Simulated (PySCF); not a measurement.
A GIAO shielding run with PySCF 2.14.0 with density-fitted response routines (density fitting, non-relativistic, gas phase) on `COc1ccncc1`, C6H7NO:

```
$ OMP_NUM_THREADS=2 python probes_run.py task.json out

{"job": {"kind": "nmr", "xc": "PBE0", "basis": "pcSseg-2"}, "charge": 0, "multiplicity": 1}
C      2.405365    -0.116778     0.506641
O      1.394063     0.843409     0.298111
C      0.153743     0.401197     0.032531
C     -0.825331     1.366050    -0.192519
C     -2.111559     0.948476    -0.465892
N     -2.488684    -0.328652    -0.531074
C     -1.544717    -1.232653    -0.314742
C     -0.217903    -0.937119    -0.030599
H      2.529622    -0.760722    -0.369453
H      3.323216     0.442620     0.675441
H      2.191971    -0.735398     1.384120
H     -0.566862     2.416533    -0.150367
H     -2.888937     1.686292    -0.644158
H     -1.854994    -2.273091    -0.368501
H      0.487101    -1.739866     0.134883
```

Hardware: 2 threads of an AMD EPYC, shared host. The job also computes population analyses, field gradients, ring-centre shieldings.

Q: How large is the calculation?

A: 58 electrons, 386 basis functions and 1004 auxiliary functions.

Q: How long does it take, and how much memory does it need?

A: 2.3 min of wall time, with 15 SCF cycles and 5 response iterations; peak memory 2.6 GiB. Times on a shared host scatter by some tens of per cent.

Q: And these other runs on the same molecule and hardware: GIAO shielding at KT3/pcSseg-2; GIAO shielding at wB97X-D/pcSseg-2?

A: KT3/pcSseg-2: 386 functions, 2.2 min; wB97X-D/pcSseg-2: 386 functions, 2.4 min.
